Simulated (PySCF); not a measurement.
Isomers of C7H5ClO. The calculation used PySCF, PBE0-D3(BJ)/def2-SVP geometry optimisation, gas phase. One conformer each; no zero-point energy, no entropy. No frequencies were run at this level. Point groups hold within 0.08 Å.

Question: Order them by energy at this level, lowest first, and give relative energies in kcal/mol.
A. `[O:1]=[CH:2][c:3]1[cH:4][cH:5][c:6]([Cl:7])[cH:8][cH:9]1` with O1–C2–C3–C4 -1° (4-chlorobenzaldehyde)
B. `[O:1]=[CH:2][c:3]1[cH:4][cH:5][cH:6][c:7]([Cl:8])[cH:9]1` with O1–C2–C3–C4 0°

Answer: A (0.0), B (0.6).

Neighbours under 2.5 kcal/mol apart (O=Cc1ccc(Cl)cc1 and O=Cc1cccc(Cl)c1) can change places with a better method, another conformer or zero-point energy.

| SMILES | E (Eh) | E rel (kcal/mol) | dipole (D) | point group | A, B, C (MHz) |
| --- | --- | --- | --- | --- | --- |
| O=Cc1ccc(Cl)cc1 | -804.24409 | 0.0 | 2.11 | – | 5054, 693.3, 609.7 |
| O=Cc1cccc(Cl)c1 | -804.24306 | 0.6 | 1.87 | Cs | 3187, 811.9, 647.1 |

How do the relative energies change in single points at CAM-B3LYP/def2-SVPD (no added dispersion term) on the same geometries?

```json
{"SMILES": "O=Cc1ccc(Cl)cc1", "PBE0-D3(BJ)/def2-SVP (kcal/mol)": "0.0", "CAM-B3LYP/def2-SVPD (kcal/mol)": "0.0", "shift": "0.0"}
{"SMILES": "O=Cc1cccc(Cl)c1", "PBE0-D3(BJ)/def2-SVP (kcal/mol)": "0.6", "CAM-B3LYP/def2-SVPD (kcal/mol)": "0.6", "shift": "0.0"}
```

Each column counts from its own lowest isomer. The order is unchanged; the largest shift is 0.0 kcal/mol.

As an exercise, what shares would exp(−E/RT) give at 1000 K from these electronic energies alone (no entropy, no degeneracies)?

RT = 1.987 kcal/mol: O=Cc1ccc(Cl)cc1 58.1 %, O=Cc1cccc(Cl)c1 41.9 %.
